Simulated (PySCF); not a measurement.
Computed Raman spectrum (relative Raman activity) of a molecule C2H9GeN. Geometry: TPSSh-D3(BJ)/def2-SVP. Other conformers were not sampled. These are TPSSh-D3(BJ)/def2-SVP in PySCF values and carry that method's errors. Frequencies are harmonic and unscaled.

Lines under 2 % of the strongest are left out, and lines within 2 cm⁻¹ are merged.

```csv
ν (cm⁻¹),relative intensity
576,3.5
612,5.8
627,3.1
844,4.4
877,9.4
896,9.1
998,3.8
1438,5.3
1463,2.4
1470,11
1515,10
2082,64
2158,71
2167,34
2934,13
2940,96
3020,100
3025,9.6
3099,45
```

Identify the compound among the candidates.
(A) C[NH][GeH2][CH3]
(B) C[N](C)[GeH3]
(C) [CH3][GeH]([CH3])[NH2]
(D) C[C@@H](N)[GeH3]

B, C[N](C)[GeH3]
